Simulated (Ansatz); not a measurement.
Geometry optimisation, Ansatz, RKS PBE/def2-SVP.

The input (input.yaml):

```yaml
crystal:
  periodic: [false, false, false]
  atoms:
    - { symbol: Sn, position_ang: [0.0, 0.0, 0.0] }
    - { symbol: Cl, position_ang: [0.0, 0.0, 2.76] }
    - { symbol: Cl, position_ang: [2.2726, 0.0, -0.8025] }
    - { symbol: H, position_ang: [-0.8195, 1.4198, -0.5794] }
    - { symbol: Cl, position_ang: [-1.1351, -1.9666, -0.8025] }
    - { symbol: O, position_ang: [1.1796, -1.7912, 0.7126] }
    - { symbol: H, position_ang: [0.6132, -2.6232, 0.6281] }
    - { symbol: H, position_ang: [0.8313, -1.2623, 1.9362] }
basis:
  gaussian: { orbitals: def2-SVP }
hamiltonian:
  xc: pbe
relax:
  f_tol: 0.15
  max_steps: 25
  restrain:
    - { distance: [0, 5], at: 1.96, k: 30.0 }
    - { distance: [7, 1], at: 1.37, k: 30.0 }
    - { distance: [0, 1], at: 3.61, k: 30.0 }
    - { distance: [7, 5], at: 2.21, k: 30.0 }
output:
  orbitals: {}
```

Run as:

```bash
$ ansatz run input.yaml --threads 4 --pin off --max-ram 5120MiB --backend cpu --events-out ev --progress --plain --runs-dir out
```

Question: Where does it end, and by what steps?

Answer: The run converged. The restraints hold the end off the free minimum; the threshold counts their pulls, which the force column leaves out. Restrained pairs: Sn1–O6 (2.26 → 1.98 Å), Cl2–H8 (1.72 → 1.34 Å), Sn1–Cl2 (2.76 → 3.61 Å), O6–H8 (1.38 → 2.21 Å). After 21 steps the energy has fallen by 1.204 eV (the restraints' own energy left out); Cl5 moved furthest, 1.46 Å.

```csv
step,energy less start (eV),largest force component (eV/Å),accepted
0,0.0000,3.806,yes
1,0.6144,3.001,yes
2,0.7257,2.487,yes
3,0.0305,1.710,yes
4,-0.4996,1.204,yes
5,-0.7598,0.848,yes
6,-0.9398,0.841,yes
7,-1.0714,0.693,yes
8,-1.1278,0.781,yes
9,-1.1445,0.766,yes
10,-1.1556,0.700,yes
11,-1.0547,1.830,no
12,-1.1579,0.846,yes
13,-1.1520,1.089,yes
14,-1.1735,0.920,yes
15,-1.1764,0.904,no
16,-1.1779,0.981,yes
17,-1.1844,0.945,yes
18,-1.1861,0.893,no
19,-1.1950,0.906,yes
20,-1.2004,0.882,yes
21,-1.2037,0.879,yes
```

```xyz
8
Properties=species:S:1:pos:R:3
Sn 0.045 -0.546 -0.369
Cl 0.747 0.539 3.004
Cl 2.111 0.317 -1.113
H -1.012 0.649 0.241
Cl -0.902 -1.679 -2.218
O 0.384 -1.962 0.970
H 0.769 -2.759 0.550
H 0.800 -0.782 2.788
```

Run time: 27 s on 4 threads of Arm Neoverse V2 (shared host), peak memory 0.17 GiB.
